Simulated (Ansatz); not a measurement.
Ansatz (a program for electronic structure) input for C4H4ClF, SMILES C(/F)(=C/C=C)Cl, CAM-B3LYP/def2-SVPD. Coordinates come from a r2SCAN-D4/def2-SVP optimisation. One conformer was computed; it need not be the lowest.

Ansatz 0.2 input:
```yaml
crystal:
  periodic: [false, false, false]
  atoms:
    - {symbol: C, position_ang: [-0.43522689, -3.11180057, 0.00000000]}
    - {symbol: C, position_ang: [0.21236324, -1.93107569, 0.00000000]}
    - {symbol: C, position_ang: [-0.45528994, -0.64651856, 0.00000000]}
    - {symbol: C, position_ang: [0.20319018, 0.52736604, 0.00000000]}
    - {symbol: F, position_ang: [1.52865622, 0.60381411, 0.00000000]}
    - {symbol: Cl, position_ang: [-0.54419147, 2.07522815, 0.00000000]}
    - {symbol: H, position_ang: [-1.52920332, -3.16214050, 0.00000000]}
    - {symbol: H, position_ang: [0.11158127, -4.05786192, 0.00000000]}
    - {symbol: H, position_ang: [1.30834228, -1.91447194, 0.00000000]}
    - {symbol: H, position_ang: [-1.54759091, -0.60655853, 0.00000000]}
basis:
  gaussian:
    orbitals: def2-SVPD
hamiltonian:
  xc: {name: CAM-B3LYP}
```

Output:

```
WARN ansatz: RAYON_NUM_THREADS=1 ignored (pool sized by the plan → 1); use --threads N
Functional definition: CAM-B3LYP
integrals: 0.12 GiB planned
1393 factors; their error is unknown
integrals: 0.15 GiB planned
522 factors; integrals over basis functions are off by at most 3.0e-5 eV
mean field: 1.05 GiB planned
mean field evaluation 1: about -19434.8250 eV, gradient 4.6e1 eV
mean field evaluation 2: about -19433.0211 eV, gradient 5.5e1 eV
mean field evaluation 4: about -19440.0925 eV, gradient 3.0e0 eV
mean field evaluation 8: about -19440.1076 eV, gradient 1.0e-1 eV
mean field evaluation 16: about -19440.1352 eV, gradient 3.5e-4 eV
mean field -19440.13516021 eV, -714.4117901410 hartree, gradient 6.8e-5 eV, S^2 0.000000; 0 other end points of the search recorded, 0 dependent functions left out
reference -19440.13529830 eV, -714.4117952157 hartree; 27, 27 occupied and 135, 135 virtual orbitals, 1393 factors
Total energy: -19440.13529830 eV, -714.4117952157 hartree
```

The run converged.
